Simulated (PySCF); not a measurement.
# Worked example: oscillator strength and radiative lifetime

Si(H)(Me)(OH)(OMe) (C₂H₈O₂Si), SMILES O[SiH](OC)C.

Coordinates come from a ωB97X-D3(BJ)/def2-SVP optimisation. One conformer was computed; it need not be the lowest.

PySCF 2.14.0 with TDA-ωB97X/def2-SVPD puts the first singlet state with f over 0.02 at 8.18 eV (vertical), with the transition dipole (-0.336, 0.056, 0.257) in atomic units.

**Question.** Find the oscillator strength, the wavelength and the radiative lifetime that this transition would have in vacuum if emission retraced absorption.

**Answer.** 
|μ|² = 0.1821 au, so |μ| = 1.08 D. ΔE = 8.18/27.211 = 0.3006 hartree. f = (2/3) ΔE |μ|² = 0.036 (the program prints 0.037).
λ = 1239.84/8.18 = 152 nm; ν = 65976 cm⁻¹.
Einstein's coefficient A = 0.6670 ν² f s⁻¹ (ν in cm⁻¹) = 1.1e8 s⁻¹, so τ = 1/A = 9.4 ns. This state is S2; the lower singlet has f = 0.011. The figure is the radiative limit of this one transition; relaxation, internal conversion, crossing to triplets and a medium change what is measured.
